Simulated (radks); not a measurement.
Task: The selenium ion Se+, 33 electrons, occupied as [Ar] 3d10 4s2 4p3 (the NIST ground configuration). Calculated with a radial shooting solver on a logarithmic mesh with Libxc functionals: Dirac Kohn-Sham, LDA (Slater exchange, Perdew-Wang correlation), spin-unpolarised, spherical densities, point nucleus; open shells fill j = l - 1/2 first. Some entries of the table are withheld. Estimate them.

orbital,occ.,eigenvalue (eV),r(max) (bohr),<r^2> (bohr^2)
1s1/2,2,-12489.99,0.02884,0.002623
2s1/2,2,-1614.389,0.1648,0.04535
2p1/2,2,-1450.789,0.1296,0.03492
2p3/2,4,-1409.111,0.1327,0.03638
3s1/2,2,-222.9516,0.5029,0.3811
3p1/2,2,-166.9904,0.4947,0.3994
3p3/2,4,-161.1046,0.5034,0.4140
3d3/2,4,-64.2506,0.4495,0.4933
3d5/2,6,-63.3532,0.4523,0.5002
4s1/2,2,(1),1.487,3.466
4p1/2,2,(2),(3),5.071
4p3/2,1,(4),(5),5.256

Result: 
(1) 4s1/2 eigenvalue (eV): -26.9841
(2) 4p1/2 eigenvalue (eV): -15.8179
(3) 4p1/2 r(max) (bohr): 1.722
(4) 4p3/2 eigenvalue (eV): -15.3636
(5) 4p3/2 r(max) (bohr): 1.754
